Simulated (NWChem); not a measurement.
Molecule: SiH$_{3}$TeCl; SMILES [Te](Cl)[SiH3]

```xyz
6

Te     0.6851     0.0457     0.0000
Cl    -1.0223     1.7172     0.0000
Si    -1.0208    -1.7926     0.0000
H     -1.8665    -1.7078     1.2234
H     -0.2231    -3.0560     0.0000
H     -1.8665    -1.7078    -1.2234
```
Atoms are numbered in this order, from 1.

The geometry was optimised at PBE0/def2-SVP. No frequency run checked for a minimum. def2 effective core potentials on Te; no spin-orbit coupling.

Symmetry labels are those of Cs in the frame above (b1 and b2, or b-type labels, depend on it).

Q: List the 4 lowest vertical singlet excitations from CAM-B3LYP/def2-SVPD with def2 effective core potentials on Te, TDA (NWChem).

A: 
| state | energy (eV) | oscillator strength | symmetry | leading excitation (squared amplitude) |
|---|---|---|---|---|
| S1 | 2.33 | 0.000 | a" | HOMO → LUMO (0.99) |
| S2 | 4.14 | 0.003 | a' | HOMO−1 → LUMO (0.97) |
| S3 | 4.61 | 0.008 | a" | HOMO → LUMO+1 (0.94) |
| S4 | 5.32 | 0.000 | a" | HOMO−2 → LUMO (0.94) |
